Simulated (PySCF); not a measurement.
PySCF 2.14 output of an unrestricted r2SCANh calculation on a single atom or ion in x2c-TZVPPall (11s7p7d4f2g, 113 functions), with scalar relativity by spin-free X2C-1e:

```
SCF conv_tol = 1e-09
number electrons alpha = 30  beta = 27
    M. Bursch, H. Neugebauer, S. Ehlert, and S. Grimme.,  J. Chem. Phys. 156, 134105 (2022)
cycle= 1 E= -9235.65185892168  delta_E= -0.0131  |g|= 0.0428  |ddm|= 0.284
cycle= 2 E= -9235.65205527847  delta_E= -0.000196  |g|= 0.0173  |ddm|= 0.0557
cycle= 3 E= -9235.65208466967  delta_E= -2.94e-05  |g|= 0.00438  |ddm|= 0.0148
cycle= 4 E= -9235.65208731335  delta_E= -2.64e-06  |g|= 0.000347  |ddm|= 0.00506
cycle= 5 E= -9235.65208742541  delta_E= -1.12e-07  |g|= 5.76e-05  |ddm|= 0.00227
cycle= 6 E= -9235.65208742652  delta_E= -1.11e-09  |g|= 5.12e-06  |ddm|= 0.000182
cycle= 7 E= -9235.65208742655  delta_E= -2.73e-11  |g|= 8.73e-07  |ddm|= 1.16e-05
converged SCF energy = -9235.65208742655  <S^2> = 3.7517723  2S+1 = 4.000886
```

The run itself started from symmetry-adapted Hartree-Fock orbitals and held the occupation by maximum overlap, on a logarithmic radial grid, so the iterations belong to that start.

Q: Which element, charge and spin multiplicity is this?

A: Pr²⁺ (praseodymium, charge +2), multiplicity 4; the state was [Xe] 4f2 6p1, one real determinant (an excited configuration).

⟨L²⟩ = 26.02 against 42 for a pure I term, so this real determinant mixes terms. Spin-orbit coupling, absent here, splits the open shell strongly.
